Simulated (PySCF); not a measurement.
Isomers of C5H8OS2Si, mass 175.979 u with the commonest isotopes. The calculation used PBE0/pcSseg-1 in PySCF (dipole) on a GFN2-xTB geometry, gas phase. One conformer each, none proved a minimum here; rigid rotors.

Question: Order these by rotational constant C, largest first.
A. `[O:1]=[CH:2]/[CH:3]=[CH:4]/[SiH:5]1[S:6][CH2:7][CH2:8][S:9]1` with O1–C2–C3–C4 178°, C3–C4–Si5–S6 -112°, C4–Si5–S6–C7 108°, Si5–S6–C7–C8 39°, S6–C7–C8–S9 -60°, C7–C8–S9–Si5 44°
B. `[CH:1]#[C:2][C@@H:3]1[CH2:4][S:5][Si@@H:6]([O:7][CH3:8])[S:9]1` with S5–Si6–O7–C8 -77°, C2–C3–C4–S5 -64°, C3–C4–S5–Si6 -31°, C4–S5–Si6–O7 -115°, S5–Si6–S9–C3 26°
C. `[O:1]=[CH:2]/[CH:3]=[CH:4]\[SiH:5]1[S:6][CH2:7][CH2:8][S:9]1` with O1–C2–C3–C4 0°, C3–C4–Si5–S6 83°, C4–Si5–S6–C7 119°, Si5–S6–C7–C8 -42°, S6–C7–C8–S9 61°, C7–C8–S9–Si5 -43°
D. `[CH3:1][O:2][c:3]1[s:4][cH:5][cH:6][c:7]1[S:8][SiH3:9]` with C1–O2–C3–S4 -13°, C6–C7–S8–Si9 159°
E. `[SiH3:1][S:2][CH2:3][c:4]1[cH:5][cH:6][c:7]([SH:8])[o:9]1` with Si1–S2–C3–C4 57°, S2–C3–C4–C5 94°, C6–C7–S8–H 180°
F. `[CH3:1][S:2][c:3]1[cH:4][c:5]([O:6][SiH3:7])[cH:8][s:9]1` with C1–S2–C3–C4 179°, C4–C5–O6–Si7 -4°
G. `[CH:1]#[C:2][C:3](=[S:4])[S:5][SiH2:6][O:7][CH2:8][CH3:9]` with C2–C3–S5–Si6 180°, C3–S5–Si6–O7 -171°, S5–Si6–O7–C8 -56°, Si6–O7–C8–C9 167°
H. `[CH:1]#[C:2][C@@H:3]1[CH2:4][S:5][Si@H:6]([O:7][CH3:8])[S:9]1` with S5–Si6–O7–C8 68°, C2–C3–C4–S5 -62°, C3–C4–S5–Si6 -45°, C4–S5–Si6–O7 132°, S5–Si6–S9–C3 9°

Answer: H (789.8 MHz), B (674.5 MHz), C (635.1 MHz), D (568.8 MHz), E (502.5 MHz), A (466.5 MHz), F (425.0 MHz), G (400.0 MHz).

Question: Order these by out-of-plane moment Σ m c² = (Ia + Ib − Ic)/2, smallest first.
A. `[CH:1]#[C:2][C@@H:3]1[CH2:4][S:5][Si@H:6]([O:7][CH3:8])[S:9]1` with S5–Si6–O7–C8 68°, C2–C3–C4–S5 -62°, C3–C4–S5–Si6 -45°, C4–S5–Si6–O7 132°, S5–Si6–S9–C3 9°
B. `[CH3:1][S:2][c:3]1[cH:4][c:5]([O:6][SiH3:7])[cH:8][s:9]1` with C1–S2–C3–C4 179°, C4–C5–O6–Si7 -4°
C. `[O:1]=[CH:2]/[CH:3]=[CH:4]\[SiH:5]1[S:6][CH2:7][CH2:8][S:9]1` with O1–C2–C3–C4 0°, C3–C4–Si5–S6 83°, C4–Si5–S6–C7 119°, Si5–S6–C7–C8 -42°, S6–C7–C8–S9 61°, C7–C8–S9–Si5 -43°
D. `[CH:1]#[C:2][C@@H:3]1[CH2:4][S:5][Si@@H:6]([O:7][CH3:8])[S:9]1` with S5–Si6–O7–C8 -77°, C2–C3–C4–S5 -64°, C3–C4–S5–Si6 -31°, C4–S5–Si6–O7 -115°, S5–Si6–S9–C3 26°
E. `[CH3:1][O:2][c:3]1[s:4][cH:5][cH:6][c:7]1[S:8][SiH3:9]` with C1–O2–C3–S4 -13°, C6–C7–S8–Si9 159°
F. `[SiH3:1][S:2][CH2:3][c:4]1[cH:5][cH:6][c:7]([SH:8])[o:9]1` with Si1–S2–C3–C4 57°, S2–C3–C4–C5 94°, C6–C7–S8–H 180°
G. `[O:1]=[CH:2]/[CH:3]=[CH:4]/[SiH:5]1[S:6][CH2:7][CH2:8][S:9]1` with O1–C2–C3–C4 178°, C3–C4–Si5–S6 -112°, C4–Si5–S6–C7 108°, Si5–S6–C7–C8 39°, S6–C7–C8–S9 -60°, C7–C8–S9–Si5 44°
H. `[CH:1]#[C:2][C:3](=[S:4])[S:5][SiH2:6][O:7][CH2:8][CH3:9]` with C2–C3–S5–Si6 180°, C3–S5–Si6–O7 -171°, S5–Si6–O7–C8 -56°, Si6–O7–C8–C9 167°

Answer: B (4.59 u·Å²), E (11.57 u·Å²), H (12.93 u·Å²), F (38.96 u·Å²), C (54.78 u·Å²), G (83.03 u·Å²), D (106.14 u·Å²), A (171.98 u·Å²).

Question: Order these by rotational constant A, largest first.
A. `[CH:1]#[C:2][C@@H:3]1[CH2:4][S:5][Si@H:6]([O:7][CH3:8])[S:9]1` with S5–Si6–O7–C8 68°, C2–C3–C4–S5 -62°, C3–C4–S5–Si6 -45°, C4–S5–Si6–O7 132°, S5–Si6–S9–C3 9°
B. `[SiH3:1][S:2][CH2:3][c:4]1[cH:5][cH:6][c:7]([SH:8])[o:9]1` with Si1–S2–C3–C4 57°, S2–C3–C4–C5 94°, C6–C7–S8–H 180°
C. `[CH:1]#[C:2][C:3](=[S:4])[S:5][SiH2:6][O:7][CH2:8][CH3:9]` with C2–C3–S5–Si6 180°, C3–S5–Si6–O7 -171°, S5–Si6–O7–C8 -56°, Si6–O7–C8–C9 167°
D. `[O:1]=[CH:2]/[CH:3]=[CH:4]\[SiH:5]1[S:6][CH2:7][CH2:8][S:9]1` with O1–C2–C3–C4 0°, C3–C4–Si5–S6 83°, C4–Si5–S6–C7 119°, Si5–S6–C7–C8 -42°, S6–C7–C8–S9 61°, C7–C8–S9–Si5 -43°
E. `[O:1]=[CH:2]/[CH:3]=[CH:4]/[SiH:5]1[S:6][CH2:7][CH2:8][S:9]1` with O1–C2–C3–C4 178°, C3–C4–Si5–S6 -112°, C4–Si5–S6–C7 108°, Si5–S6–C7–C8 39°, S6–C7–C8–S9 -60°, C7–C8–S9–Si5 44°
F. `[CH3:1][S:2][c:3]1[cH:4][c:5]([O:6][SiH3:7])[cH:8][s:9]1` with C1–S2–C3–C4 179°, C4–C5–O6–Si7 -4°
G. `[CH3:1][O:2][c:3]1[s:4][cH:5][cH:6][c:7]1[S:8][SiH3:9]` with C1–O2–C3–S4 -13°, C6–C7–S8–Si9 159°

Answer: C (2431 MHz), F (2363 MHz), D (1866 MHz), E (1788 MHz), B (1708 MHz), G (1576 MHz), A (1370 MHz).

```tsv
SMILES	point group	Ia (u·Å²)	Ib (u·Å²)	Ic (u·Å²)	κ	μa (D)	μb (D)	μc (D)
O=C/C=C/[SiH]1SCCS1	C1	282.64	966.82	1083.40	-0.91	3.16	0.90	0.29
COc1sccc1S[SiH3]	C1	320.61	590.98	888.46	-0.43	1.52	2.59	0.65
C#CC(=S)S[SiH2]OCC	C1	207.93	1081.44	1263.52	-0.93	1.06	1.73	0.87
[SiH3]SCc1ccc(S)o1	C1	295.93	787.74	1005.75	-0.77	0.86	0.01	0.86
O=C/C=C\[SiH]1SCCS1	C1	270.85	634.50	795.79	-0.74	2.47	0.57	2.24
C#C[C@@H]1CS[Si@H](OC)S1	C1	368.83	615.06	639.91	-0.89	0.57	0.91	0.36
C#C[C@@H]1CS[Si@@H](OC)S1	C1	300.71	660.82	749.25	-0.82	0.33	0.65	0.59
CSc1cc(O[SiH3])cs1	near Cs	213.84	984.47	1189.14	-0.91	0.75	0.21	0.11
```
